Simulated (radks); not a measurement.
Results of a calculation; reference values are marked as such.
Q: The bromine ion Br13+ is in [Ar] 3d(3/2: 4, 5/2: 0). Level of theory: Dirac Kohn-Sham, relativistic LDA (MacDonald-Vosko exchange, VWN5 correlation), spin-unpolarised, spherical densities, finite nucleus; Fermi nuclear charge, rms radius of each element as measured or else 0.836 A^(1/3) + 0.57 fm (a radial shooting solver on a logarithmic mesh with Libxc functionals). Sub-shells are occupied by j as written (lower j first in brackets). One electron is removed from 3s1/2, 3d3/2, 3p1/2, 3p3/2 in turn, with full relaxation. Which removal costs least, and what does each cost?

A: 3d3/2 434.70 eV; 3p3/2 532.66 eV; 3p1/2 541.29 eV; 3s1/2 599.83 eV. The 3d3/2 electron leaves first.
